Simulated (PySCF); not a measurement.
Structure problem from calculated spectra and properties.

Elements present: C, H, N, O and Si. Monoisotopic mass: 151.0485 u.

| Item | Value |
| --- | --- |
| Rotational structure | rotational constants A, B, C: 1.418, 1.243, 0.757 GHz [GFN2-xTB] |
| Dipole | 1.70 D [PBE0/pcSseg-1] |
| 13C NMR | chemical shifts (computed TMS as zero) by class: 69.7 (1 C), 34.0 (1 C), 16.1 (1 C) ppm [GIAO PBE0/pcSseg-1] |
| 1H NMR | chemical shifts (computed TMS as zero) by class: 5.13 (3 H), 4.72 (1 H), 4.32 (1 H), 3.59 (1 H), 1.89 (1 H), 1.39 (1 H), 0.85 (1 H), 0.67 (2 H), 0.56 (1 H), -0.13 (1 H) ppm [GIAO PBE0/pcSseg-1] |
| NMR, other nuclei | isotropic shieldings of nuclei other than C and H, by class: 230 (1 N), 283 (1 O), 286 (1 O), 376 (1 Si), 397 (1 Si) ppm [GIAO PBE0/pcSseg-1] |

The electronic properties come from PySCF, for the isolated species, density fitting. Levels stand in brackets. Isolated species at its GFN2-xTB geometry (one conformer only). GFN2-xTB frequencies show an imaginary mode (33i cm⁻¹), so this geometry is no minimum at that level. Each NMR value is the plain mean over a class of atoms that symmetry, rotation or inversion makes alike.

**Question.** Which formula fits the mass and the elements?

**Answer.** C3H13NO2Si2 (calculated 151.0485). No other formula that holds each of these elements comes within 0.0003 u with a fitting electron parity and a possible valence count.

**Question.** What is the compound? Reason from the data.

**Answer.** Numbering: `[NH2:1][Si@H:2]([CH2:3][CH2:4][CH2:5][OH:6])[O:7][SiH3:8]`. Its formula, C3H13NO2Si2, gives 0 degrees of unsaturation, so no ring and no π bond. 3 carbons fall into 3 classes; from least to most shielded: carbinol carbon (C–OH) [C5] (69.7 ppm), chain CH2 carbon [C4] (34.0 ppm), sp3 carbon bound to silicon [C3] (16.1 ppm). Hydrogen classes from least to most shielded: 3 H on an oxygen-bound silicon, Si8 (5.13 ppm), 1 H on an oxygen-bound silicon, Si2 (4.72 ppm), 1 H on a carbinol carbon (C–OH), C5 (4.32 ppm), 1 H on a carbinol carbon (C–OH), C5 (3.59 ppm), 1 H on a chain CH2 carbon, C4 (1.89 ppm), 1 H on a chain CH2 carbon, C4 (1.39 ppm), 1 H on an sp3 carbon bound to silicon, C3 (0.85 ppm), 2 H on a silicon-bound nitrogen, N1 (0.67 ppm), 1 H on an sp3 carbon bound to silicon, C3 (0.56 ppm), 1 H on an alcohol oxygen, O6 (-0.13 ppm). The other shieldings belong to: 230 ppm, silicon-bound nitrogen [N1]; 283 ppm, alcohol oxygen [O6]; 286 ppm, siloxane oxygen [O7]; 376 ppm, oxygen-bound silicon [Si2]; 397 ppm, oxygen-bound silicon [Si8]. The optimised geometry has point group C1 and is an asymmetric top. Structure: `N[Si@H](CCCO)O[SiH3]`. The assignments are read from this structure; whether some other isomer fits the data as well wasn't checked. The mirror image fits equally.
